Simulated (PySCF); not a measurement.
C₃HBrO.
InChI=1S/C3HBrO/c4-2-1-3(2)5/h1H

Method: PBE0-D3(BJ)/def2-TZVP geometry optimisation, gas phase in PySCF 2.14.0.

Take the most abundant isotopes and a rigid rotor. 

Task: What are A, B and C (cm⁻¹)?

Result: Ia = 38.13, Ib = 329.70, Ic = 367.83 u·Å²; 505379 MHz·u·Å²/I gives 13255, 1533 and 1374 MHz, that is A = 0.44213, B = 0.05113, C = 0.04583 cm⁻¹.

Task: What kind of rotor is it?

Result: A near-prolate asymmetric top. Ray's parameter κ = (2B − A − C)/(A − C) = -0.973; −1 is the prolate and +1 the oblate limit.

Task: Is it planar, by Δ = Ic − Ia − Ib?

Result: Planar: Δ = Ic − Ia − Ib = 0.00 u·Å². For a rigid frame Δ = −2 Σ m c², so it vanishes when all atoms lie in the ab plane; here none is more than 0.01 Å from it.

Task: Give the coordinates in the principal-axis frame, origin at the centre of mass.

Result: The sense of each axis is arbitrary; atoms in the order of the calculation.
```json
{"atom": "O1", "mass (u)": "15.995", "a (Å)": "-2.888", "b (Å)": "-0.809", "c (Å)": "0.000"}
{"atom": "C2", "mass (u)": "12.000", "a (Å)": "-1.980", "b (Å)": "-0.039", "c (Å)": "-0.001"}
{"atom": "C3", "mass (u)": "12.000", "a (Å)": "-1.460", "b (Å)": "1.297", "c (Å)": "0.000"}
{"atom": "C4", "mass (u)": "12.000", "a (Å)": "-0.586", "b (Å)": "0.287", "c (Å)": "0.001"}
{"atom": "Br5", "mass (u)": "78.918", "a (Å)": "1.218", "b (Å)": "-0.101", "c (Å)": "0.000"}
{"atom": "H6", "mass (u)": "1.008", "a (Å)": "-1.592", "b (Å)": "2.371", "c (Å)": "-0.003"}
```

Task: List the rotational levels J(Ka,Kc) to J = 5 (cm⁻¹).

Result: Above 0(0,0):
J = 1: 1(0,1) 0.0970, 1(1,1) 0.4880, 1(1,0) 0.4933
J = 2: 2(0,2) 0.2908, 2(1,2) 0.6766, 2(1,1) 0.6925, 2(2,1) 1.8655, 2(2,0) 1.8655
J = 3: 3(0,3) 0.5815, 3(1,3) 0.9595, 3(1,2) 0.9913, 3(2,2) 2.1563, 3(2,1) 2.1566, 3(3,1) 4.1246, 3(3,0) 4.1246
J = 4: 4(0,4) 0.9688, 4(1,4) 1.3366, 4(1,3) 1.3896, 4(2,3) 2.5441, 4(2,2) 2.5449, 4(3,2) 4.5126, 4(3,1) 4.5126, 4(4,1) 7.2680, 4(4,0) 7.2680
J = 5: 5(0,5) 1.4525, 5(1,5) 1.8079, 5(1,4) 1.8874, 5(2,4) 3.0288, 5(2,3) 3.0307, 5(3,3) 4.9975, 5(3,2) 4.9975, 5(4,2) 7.7529, 5(4,1) 7.7529, 5(5,1) 11.2956, 5(5,0) 11.2956

Task: Which types of transition are allowed, and where do some lines up to J = 2 fall?

Result: The dipole components are |μa| = 2.16 D, |μb| = 2.84 D, |μc| = 0.00 D; the mirror of this Cs structure is the ab plane, so μc vanishes by symmetry and there are no c-type lines. The squared components, which scale the intensities, stand as 0.58 : 1.00 (a : b). Some lines, for components of 0.1 D or more:

```
type  branch         J(Ka,Kc)    MHz  lower level (cm⁻¹)
   a       Q  2(1,1) ← 2(1,2)    477               0.677
   a       R  2(1,2) ← 1(1,1)   5655               0.488
   a       R  2(0,2) ← 1(0,1)   5812               0.097
   a       R  2(1,1) ← 1(1,0)   5972               0.493
   b       Q  1(1,0) ← 1(0,1)  11881               0.097
   b       Q  2(1,1) ← 2(0,2)  12041               0.291
   b       R  1(1,1) ← 0(0,0)  14629               0.000
   b       R  2(1,2) ← 1(0,1)  17376               0.097
   b       Q  2(2,1) ← 2(1,2)  35642               0.677
   b       R  2(2,0) ← 1(1,1)  41298               0.488
```

Stationary, but not proved a minimum. No vibrational averaging or centrifugal distortion is included, and the geometry carries the error of its method. Quadrupole hyperfine structure (79Br) is left out.

On Intel Xeon Platinum 8259CL at 2.50 GHz, one thread, shared host with 96 logical CPUs at a one-minute load of 57, this took 1.8 min wall and 0.72 GiB of memory at its peak. This is the geometry optimisation.
